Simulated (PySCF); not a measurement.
# Radial density of Be²⁺ (beryllium, charge +2)

UHF, 1s2, closed-shell 1S. Calculation: PySCF 2.14, in x2c-QZVPPall (7s4p2d1f, 36 functions); scalar relativity by spin-free X2C-1e.

```tsv
r (bohr)	4πr²ρ (e/bohr)
0.00744	0.02287
0.0125	0.06185
0.0211	0.1629
0.0354	0.4103
0.0596	0.9570
0.100	1.966
0.169	3.277
0.283	3.884
0.477	2.653
0.802	0.7377
1.35	0.04620
2.27	0.0002230
```

Densities and radii are taken from the X2C orbitals without a picture-change correction, which distorts them close to the nucleus.
